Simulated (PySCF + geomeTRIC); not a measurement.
These are BP86-D3(BJ)/def2-SVP in PySCF + geomeTRIC values and carry that method's errors. fastk is a local helper that only speeds up exchange builds. No frequencies were computed at this level.

```python
import json, numpy as np
from pyscf import gto, dft
from fastk import lowrank_exchange
atoms = """
W      0.071443    -0.049486    -0.038773
F      0.897685    -1.746251     0.058660
F     -1.378407    -0.676072     0.998991
F      1.320071     0.500156    -1.345831
F     -0.552688     1.725703     0.132063
N     -1.068086    -0.495282    -1.573610
H     -2.006907    -0.892663    -1.543707
H     -0.842468    -0.381925    -2.561668
N      1.210612     0.393053     1.497163
H      1.249237     1.281774     1.996389
H      1.882763    -0.218095     1.959924
"""
def scf(charge, spin, dm0=None):
    mol = gto.M(atom=atoms, basis='def2-svp', ecp={'W': 'def2-svp'}, charge=charge, spin=spin, verbose=3, max_memory=10080)
    mf = dft.KS(mol, xc='bp86').density_fit(auxbasis="def2-universal-jkfit")
    mf.disp = 'd3bj'
    mf.grids.level = 3
    mf.conv_tol = 1e-8
    mf.max_cycle = 120
    mf.level_shift = 0.25
    mf.kernel(dm0)
    if not mf.converged:
        mf = mf.newton().run(mf.mo_coeff, mf.mo_occ).undo_soscf()
    return mf
mf = scf(0, 0)
from pyscf.geomopt.geometric_solver import kernel as optimize
path = []
done, mol = optimize(mf, maxsteps=120, assert_convergence=False, callback=lambda env: path.append((env["energy"], bool(env["g_scanner"].converged))))
res = dict(converged=bool(done and path[-1][1]), energy=path[-1][0], path=[e for e, c in path], xyz=mol.atom_coords(unit="Angstrom").tolist(), nao=mol.nao)
json.dump(res, open("result.json", "w"))
```

Output:

```
converged SCF energy = -578.370674370312
Geometry optimization cycle 1
converged SCF energy = -578.370674367745
cycle 1: E = -578.370674368  dE = -578.371  norm(grad) = 0.026917
Geometry optimization cycle 2
converged SCF energy = -578.372685880782
cycle 2: E = -578.372685881  dE = -0.00201151  norm(grad) = 0.0126552
Geometry optimization cycle 3
converged SCF energy = -578.370355036661
cycle 3: E = -578.370355037  dE = 0.00233084  norm(grad) = 0.0271732
Geometry optimization cycle 4
converged SCF energy = -578.373401281366
cycle 4: E = -578.373401281  dE = -0.00304624  norm(grad) = 0.00950923
Geometry optimization cycle 5
converged SCF energy = -578.373894093368
cycle 5: E = -578.373894093  dE = -0.000492812  norm(grad) = 0.00783067
Geometry optimization cycle 6
converged SCF energy = -578.373728204177
cycle 6: E = -578.373728204  dE = 0.000165889  norm(grad) = 0.00734647
Geometry optimization cycle 7
converged SCF energy = -578.374008300279
cycle 7: E = -578.3740083  dE = -0.000280096  norm(grad) = 0.00234758
Geometry optimization cycle 8
converged SCF energy = -578.374029867371
cycle 8: E = -578.374029867  dE = -2.15671e-05  norm(grad) = 0.00137588
Geometry optimization cycle 9
converged SCF energy = -578.374033769717
cycle 9: E = -578.37403377  dE = -3.90235e-06  norm(grad) = 0.000607871
Geometry optimization cycle 10
converged SCF energy = -578.374036629412
cycle 10: E = -578.374036629  dE = -2.8597e-06  norm(grad) = 0.000928186
Geometry optimization cycle 11
converged SCF energy = -578.374029576575
cycle 11: E = -578.374029577  dE = 7.05284e-06  norm(grad) = 0.00267183
Geometry optimization cycle 12
converged SCF energy = -578.374027776541
cycle 12: E = -578.374027777  dE = 1.80003e-06  norm(grad) = 0.00289122
Geometry optimization cycle 13
converged SCF energy = -578.374049373005
cycle 13: E = -578.374049373  dE = -2.15965e-05  norm(grad) = 0.00158002
Geometry optimization cycle 14
converged SCF energy = -578.374062774052
cycle 14: E = -578.374062774  dE = -1.3401e-05  norm(grad) = 0.000547566
Geometry optimization cycle 15
converged SCF energy = -578.374058555813
cycle 15: E = -578.374058556  dE = 4.21824e-06  norm(grad) = 0.00106352
Geometry optimization cycle 16
converged SCF energy = -578.374062350833
cycle 16: E = -578.374062351  dE = -3.79502e-06  norm(grad) = 0.000798346
Geometry optimization cycle 17
converged SCF energy = -578.374067702141
cycle 17: E = -578.374067702  dE = -5.35131e-06  norm(grad) = 0.000535286
Geometry optimization cycle 18
converged SCF energy = -578.374072660226
cycle 18: E = -578.37407266  dE = -4.95808e-06  norm(grad) = 0.000535705
Geometry optimization cycle 19
converged SCF energy = -578.374076991204
cycle 19: E = -578.374076991  dE = -4.33098e-06  norm(grad) = 0.000405148
Geometry optimization cycle 20
converged SCF energy = -578.374078055198
cycle 20: E = -578.374078055  dE = -1.06399e-06  norm(grad) = 0.000244403
Geometry optimization cycle 21
converged SCF energy = -578.37407861091
cycle 21: E = -578.374078611  dE = -5.55711e-07  norm(grad) = 0.00011796
<class 'geometric.internal.Distance'> : 10
<class 'geometric.internal.Angle'> : 7
<class 'geometric.internal.LinearAngle'> : 6
<class 'geometric.internal.OutOfPlane'> : 14
<class 'geometric.internal.Dihedral'> : 20
<class 'geometric.internal.TranslationX'> : 1
<class 'geometric.internal.TranslationY'> : 1
<class 'geometric.internal.TranslationZ'> : 1
<class 'geometric.internal.RotationA'> : 1
<class 'geometric.internal.RotationB'> : 1
<class 'geometric.internal.RotationC'> : 1
Step    0 : Gradient = 8.116e-03/1.084e-02 (rms/max) Energy = -578.3706743677
Step    1 : Displace = 5.559e-02/1.130e-01 (rms/max) Trust = 1.000e-01 (=) Grad = 3.816e-03/6.771e-03 (rms/max) E (change) = -578.3726858808 (-2.012e-03) Quality = 0.702
Step    2 : Displace = 9.111e-02/1.680e-01 (rms/max) Trust = 1.000e-01 (=) Grad = 8.193e-03/1.462e-02 (rms/max) E (change) = -578.3703550367 (+2.331e-03) Quality = -1.031
Step    3 : Displace = 4.431e-02/7.192e-02 (rms/max) Trust = 4.556e-02 (x) Grad = 2.867e-03/4.480e-03 (rms/max) E (change) = -578.3734012814 (-7.154e-04) Quality = 0.454
Step    4 : Displace = 2.457e-02/4.735e-02 (rms/max) Trust = 4.556e-02 (=) Grad = 2.361e-03/5.194e-03 (rms/max) E (change) = -578.3738940934 (-4.928e-04) Quality = 0.858
Step    5 : Displace = 2.920e-02/6.859e-02 (rms/max) Trust = 6.443e-02 (+) Grad = 2.215e-03/3.958e-03 (rms/max) E (change) = -578.3737282042 (+1.659e-04) Quality = -0.759
Step    6 : Displace = 1.480e-02/3.019e-02 (rms/max) Trust = 1.460e-02 (-) Grad = 7.078e-04/1.127e-03 (rms/max) E (change) = -578.3740083003 (-2.801e-04) Quality = 0.944
Step    7 : Displace = 5.706e-03/1.451e-02 (rms/max) Trust = 2.065e-02 (+) Grad = 4.148e-04/8.189e-04 (rms/max) E (change) = -578.3740298674 (-2.157e-05) Quality = 0.876
Step    8 : Displace = 1.725e-03/2.700e-03 (rms/max) Trust = 2.920e-02 (+) Grad = 1.833e-04/3.972e-04 (rms/max) E (change) = -578.3740337697 (-3.902e-06) Quality = 0.618
Step    9 : Displace = 1.758e-03/2.507e-03 (rms/max) Trust = 2.920e-02 (=) Grad = 2.799e-04/5.433e-04 (rms/max) E (change) = -578.3740366294 (-2.860e-06) Quality = 0.618
Step   10 : Displace = 1.064e-02/1.524e-02 (rms/max) Trust = 2.920e-02 (=) Grad = 8.056e-04/1.431e-03 (rms/max) E (change) = -578.3740295766 (+7.053e-06) Quality = -0.248
Step   11 : Displace = 5.634e-03/1.030e-02 (rms/max) Trust = 5.320e-03 (-) Grad = 8.717e-04/1.590e-03 (rms/max) E (change) = -578.3740277765 (+1.800e-06) Quality = -0.111
Step   12 : Displace = 2.894e-03/4.748e-03 (rms/max) Trust = 2.660e-03 (-) Grad = 4.764e-04/9.585e-04 (rms/max) E (change) = -578.3740493730 (-2.160e-05) Quality = 1.310
Step   13 : Displace = 3.923e-03/6.010e-03 (rms/max) Trust = 3.762e-03 (+) Grad = 1.651e-04/3.044e-04 (rms/max) E (change) = -578.3740627741 (-1.340e-05) Quality = 0.771
Step   14 : Displace = 4.561e-03/6.424e-03 (rms/max) Trust = 5.320e-03 (+) Grad = 3.207e-04/7.056e-04 (rms/max) E (change) = -578.3740585558 (+4.218e-06) Quality = -0.318
Step   15 : Displace = 1.769e-03/2.998e-03 (rms/max) Trust = 2.281e-03 (-) Grad = 2.400e-04/4.830e-04 (rms/max) E (change) = -578.3740623508 (-3.795e-06) Quality = 1.411
Step   16 : Displace = 3.496e-03/4.648e-03 (rms/max) Trust = 3.225e-03 (+) Grad = 1.603e-04/3.059e-04 (rms/max) E (change) = -578.3740677021 (-5.351e-06) Quality = 1.076
Step   17 : Displace = 4.566e-03/5.840e-03 (rms/max) Trust = 4.561e-03 (+) Grad = 1.606e-04/3.045e-04 (rms/max) E (change) = -578.3740726602 (-4.958e-06) Quality = 1.289
Step   18 : Displace = 6.568e-03/8.447e-03 (rms/max) Trust = 6.451e-03 (+) Grad = 1.215e-04/2.493e-04 (rms/max) E (change) = -578.3740769912 (-4.331e-06) Quality = 1.349
Step   19 : Displace = 2.357e-03/3.230e-03 (rms/max) Trust = 9.123e-03 (+) Grad = 7.218e-05/1.569e-04 (rms/max) E (change) = -578.3740780552 (-1.064e-06) Quality = 1.723
Step   20 : Displace = 1.002e-03/1.644e-03 (rms/max) Trust = 1.290e-02 (+) Grad = 3.027e-05/5.913e-05 (rms/max) E (change) = -578.3740786109 (-5.557e-07) Quality = 1.610
Converged! =D
```

Cost: about 12 core-minutes (a rough figure).
